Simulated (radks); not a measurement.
Question: The boron ion B2+, [He] 2s1. Method: non-relativistic Kohn-Sham, exchange-only PBE, spin-polarised, spherical densities, point nucleus; computed with a radial shooting solver on a logarithmic mesh with Libxc functionals. Every spin shell is full or empty, so the densities are truly spherical. Functionals are evaluated on that one density, not self-consistently. Rank these exchange functionals by their error against the exact value of the orbitals, and give that value: LDA, PBE, PBEsol, revPBE, WC, B86b, SCAN, r2SCAN, Tao-Mo, TASK, MVS.

Answer: Exact: -3.21744 hartree. From best to worst, with 100 (|E| - |E exact|)/|E exact| (equal figures are ties): SCAN -0.05, r2SCAN -0.10, revPBE +0.10, MVS -0.17, B86b -0.33, Tao-Mo +0.53, PBE -1.24, TASK -1.38, WC -3.28, PBEsol -5.57, LDA -13.34.
